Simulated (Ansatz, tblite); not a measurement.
Adding an electron: the cluster HfSe2⁺. Charge 1, multiplicity 2. Geometry: PBE0-D4/def2-TZVP. Ansatz, gas phase; energy differences of separate SCF runs; the reduced species is a singlet (the triplet lies 0.33 eV higher at PBE0-D4/def2-TZVP).

```csv
atom,x (Å),y (Å),z (Å)
Hf1,-0.207,0.286,-1.048
Se2,-0.092,-1.741,0.126
Se3,0.299,1.455,0.921
```

In the def2 sets Hf takes a core potential; there is no spin–orbit coupling. The xTB rows come from tblite. The structure comes from a short search, and lower isomers may exist.

(1) Estimate orbital energies and vertical electron affinities at: GFN1-xTB; GFN2-xTB; PBE-D4/def2-TZVP; r2SCAN-D4/def2-TZVP; PBE0-D4/def2-TZVP.

Results:

(1) 
```tsv
level	−HOMO (eV)	−LUMO (eV)	vertical EA (eV)	HOMO–LUMO gap (eV)	remarks
GFN1-xTB	–	–	11.92	–	–
GFN2-xTB	–	–	12.47	–	–
PBE-D4/def2-TZVP	10.78	9.95	7.30	0.83	restricted singlet, untested (singlet)
r2SCAN-D4/def2-TZVP	11.06	9.78	7.33	1.28	restricted singlet, untested (singlet)
PBE0-D4/def2-TZVP	11.83	9.12	7.33	2.71	restricted singlet, untested (singlet)
```

  HOMO and LUMO are the levels of the spin that leaves or enters (xTB has no such levels and no spin-polarisation term). Other spin states of the ions may lie lower, which would lower the ionisation energy or raise the affinity. Raw xTB energy differences between charge states are shifted by several eV; the methods need an empirical correction for them.
